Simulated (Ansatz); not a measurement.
Consider the redistribution: `[CH3][AlH][B](C)F` + `[GeH3][I]` → `C[B](F)[GeH3]` + `[CH3][AlH][I]`.

Program: Ansatz. Geometries: PBE0-D4/def2-TZVP. ΔE: electronic, gas phase. CBS: MP2 limit from def2 TZ/QZ plus the TZ coupled-cluster correction, frozen cores. DFT in def2-TZVPP. B3LYP here is the variant with VWN-RPA as its local correlation; programs differ in this. Elements past krypton have def2 core potentials. For Ge, I outer-core shells are correlated without core-valence functions, which leaves a few kJ/mol of doubt a bond. Scalar relativity is left out up to krypton. Each species was taken in one conformer, which may not be the lowest.

Q: Is it downhill or uphill in electronic energy at CCSD(T)/CBS, and by how much? (An estimate is asked.)

A: Ansatz gave: Downhill: ΔE = -28.0 kcal/mol.

Q: What do these levels give: PBE-D4, B2PLYP, PBE, B3LYP, HF/def2-TZVPP, MP2/def2-TZVPP, CCSD/def2-TZVPP, HF/def2-QZVPP, MP2/def2-QZVPP, SCS-MP2/def2-QZVPP, HF/CBS(def2), MP2/CBS(def2)? (Best estimate.)

A: Computed: PBE-D4 -25.8, B2PLYP -26.8, PBE -25.6, B3LYP -25.6, HF/def2-TZVPP -25.9, MP2/def2-TZVPP -29.0, CCSD/def2-TZVPP -27.5, HF/def2-QZVPP -25.4, MP2/def2-QZVPP -29.0, SCS-MP2/def2-QZVPP -27.6, HF/CBS(def2) -25.4, MP2/CBS(def2) -29.3 kcal/mol.

Largest T1 diagnostic among the species: 0.013.

In def2-TZVPP, CCSD(T) changes the Hartree–Fock value by −1.8 kcal/mol (the triples alone add −0.2 kcal/mol) and MP2 by −3.1 kcal/mol.
